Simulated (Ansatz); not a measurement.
Input file for Ansatz (an electronic-structure program): U-PBE0/def2-TZVPP on ZrSi, 2S+1 = 7, a spin state set in the input, which need not be the lowest. Elements past Kr take the def2 small-core potentials; no spin–orbit coupling.

Ansatz 0.2 input:
```yaml
crystal:
  periodic: [false, false, false]
  atoms:
    - {symbol: Zr, position_ang: [0.00000000, 0.00000000, 0.00000000]}
    - {symbol: Si, position_ang: [0.00000000, 0.00000000, 2.71700000]}
basis:
  gaussian:
    orbitals: def2-TZVPP
hamiltonian:
  xc: {name: PBE0}
magnetization: {spin_polarized: true, initial_magnetization: 6}
relax: {f_tol: 0.002, max_steps: 120}
```

It printed:

```
WARN ansatz: RAYON_NUM_THREADS=1 ignored (pool sized by the plan → 1); use --threads N
Functional definition: PBE0
integrals: 0.03 GiB planned
681 factors; their error is unknown
mean field: 0.34 GiB planned
mean field evaluation 1: about -9147.0545 eV, gradient 1.6e1 eV
mean field evaluation 2: about -9145.0848 eV, gradient 2.2e1 eV
mean field evaluation 4: about -9148.6180 eV, gradient 1.4e0 eV
mean field evaluation 8: about -9148.6708 eV, gradient 3.8e-2 eV
mean field evaluation 16: about -9148.6709 eV, gradient 1.5e-4 eV
mean field evaluation 32: about -9148.7647 eV, gradient 1.9e-3 eV
mean field -9148.76470268 eV, -336.2109015681 hartree, gradient 8.8e-6 eV, S^2 12.001753; 7 other end points of the search recorded, 0 dependent functions left out
the calculation of the forces begins
reference -9148.76473275 eV, -336.2109026733 hartree; 16, 10 occupied and 82, 88 virtual orbitals, 681 factors
relax step   1: F+E_penalty+E_count = -9148.76470268 eV  Δ(F+E_penalty+E_count) = +0.000e0 eV  max|allowed force component| = 5.084e-1 eV/Å  Δτ_max = 0.0000 Å  (192 SCF iters, accepted)
these checks for a lower state are left out or cut short: starts, cluster_reference, orbital_swaps, neighbouring_geometries, increment
integrals: 0.03 GiB planned
681 factors; their error is unknown
mean field: 0.34 GiB planned
mean field evaluation 64: about -9148.7885 eV, gradient 2.3e-3 eV
mean field -9148.78854022 eV, -336.2117775815 hartree, gradient 5.5e-6 eV, S^2 12.001705; 0 other end points of the search recorded, 0 dependent functions left out
the calculation of the forces begins
reference -9148.78857024 eV, -336.2117786849 hartree; 16, 10 occupied and 82, 88 virtual orbitals, 681 factors
relax step   2: F+E_penalty+E_count = -9148.78854022 eV  Δ(F+E_penalty+E_count) = -2.384e-2 eV  max|allowed force component| = 1.149e-1 eV/Å  Δτ_max = 0.0372 Å  (65 SCF iters, accepted)
these checks for a lower state are left out or cut short: starts, cluster_reference, orbital_swaps, neighbouring_geometries, increment
integrals: 0.03 GiB planned
681 factors; their error is unknown
mean field: 0.34 GiB planned
mean field -9148.78957857 eV, -336.2118157402 hartree, gradient 1.5e-5 eV, S^2 12.001692; 0 other end points of the search recorded, 0 dependent functions left out
the calculation of the forces begins
reference -9148.78960858 eV, -336.2118168431 hartree; 16, 10 occupied and 82, 88 virtual orbitals, 681 factors
relax step   3: F+E_penalty+E_count = -9148.78957857 eV  Δ(F+E_penalty+E_count) = -1.038e-3 eV  max|allowed force component| = 2.108e-2 eV/Å  Δτ_max = 0.0109 Å  (87 SCF iters, accepted)
these checks for a lower state are left out or cut short: starts, cluster_reference, orbital_swaps, neighbouring_geometries, increment
integrals: 0.03 GiB planned
681 factors; their error is unknown
mean field: 0.34 GiB planned
mean field -9148.78961279 eV, -336.2118169975 hartree, gradient 1.6e-5 eV, S^2 12.001693; 0 other end points of the search recorded, 0 dependent functions left out
the calculation of the forces begins
reference -9148.78964280 eV, -336.2118181005 hartree; 16, 10 occupied and 82, 88 virtual orbitals, 681 factors
relax step   4: F+E_penalty+E_count = -9148.78961279 eV  Δ(F+E_penalty+E_count) = -3.421e-5 eV  max|allowed force component| = 1.055e-3 eV/Å  Δτ_max = 0.0015 Å  (68 SCF iters, accepted)
integrals: 0.03 GiB planned
681 factors; their error is unknown
mean field: 0.34 GiB planned
mean field evaluation 96: about -9148.7148 eV, gradient 1.0e-1 eV
mean field evaluation 128: about -9148.7151 eV, gradient 1.4e-3 eV
mean field -9148.78961279 eV, -336.2118169975 hartree, gradient 1.6e-5 eV, S^2 12.001693; 8 other end points of the search recorded, 0 dependent functions left out
the calculation of the forces begins
reference -9148.78964280 eV, -336.2118181005 hartree; 16, 10 occupied and 82, 88 virtual orbitals, 681 factors
Total energy: -9148.78964280 eV, -336.2118181005 hartree
Atom 0 at    -0.000000     0.000000     0.046505 Å, force    -0.000001     0.000001    -0.001055 eV/Å
Atom 1 at     0.000000    -0.000000     2.670495 Å, force     0.000001    -0.000001     0.001055 eV/Å
Dipole moment:    -0.000002     0.000000    -0.532537 e Å
```

Self-consistency was reached.

Cost: very roughly 50 core-seconds.
